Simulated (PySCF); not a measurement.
The vertical singlet excitations below were computed for one of the candidates. Computed with TDDFT CAM-B3LYP/def2-SVPD, vertical, gas phase, core orbitals frozen in the response in PySCF. Geometries: GFN2-xTB, one conformer each.

```
state  E (eV)       f
   S1    5.43  0.0056
   S2    6.44   0.014
   S3    6.51   0.029
   S4    6.68  0.0001
   S5    6.81  0.0085
   S6    7.21   0.039
   S7    7.26   0.028
   S8    7.41   0.014
```

Triplets computed (Tamm–Dancoff): 5.05, 5.85, 6.08 eV.

Orbital energies (eV): HOMO-3 -10.71, HOMO-2 -10.19, HOMO-1 -10.06, HOMO -8.48, LUMO 0.08, LUMO+1 0.97, LUMO+2 1.15.

Problem. Which structure fits? All have the formula H11NOSi4.
A. `N([SiH3])([SiH3])[SiH2][SiH2]O`
B. `[SiH3]O[SiH2]N[SiH2][SiH3]`
C. `[SiH3]O[Si@@H](N[SiH3])[SiH3]`

Solution. A. Its S1, at 5.43 eV, is the lowest among the candidates; the nearest of the others has S1 at 5.97 eV. S1 is HOMO→LUMO (89%). Löwdin shares by element: HOMO nitrogen 43%, silicon 28% or more (atoms not listed hold the other 29%); LUMO silicon 40% or more, oxygen 12%, hydrogen 6% or more (atoms not listed hold the other 41%). At the same level the other candidates give, for their lowest levels:
- `[SiH3]O[SiH2]N[SiH2][SiH3]`: 5.97 eV (f 0.003); 6.74 eV (f 0.008); 6.86 eV (f 0.022); 7.17 eV (f 0.015); 7.34 eV (f 0.027); T1 5.59 eV; HOMO -8.71, LUMO 0.58 eV
- `[SiH3]N[Si@@H]([SiH3])O[SiH3]`: 6.03 eV (f 0.012); 6.14 eV (f 0.006); 6.70 eV (f 0.028); 7.04 eV (f 0.015); 7.28 eV (f 0.016); T1 5.51 eV; HOMO -8.67, LUMO 0.56 eV

The values belong to the conformer `[OH:1][SiH2:2][SiH2:3][N:4]([SiH3:5])[SiH3:6]`: O1–Si2–Si3–N4 176°, Si2–Si3–N4–Si5 -105°, H–O1–Si2–Si3 180°.
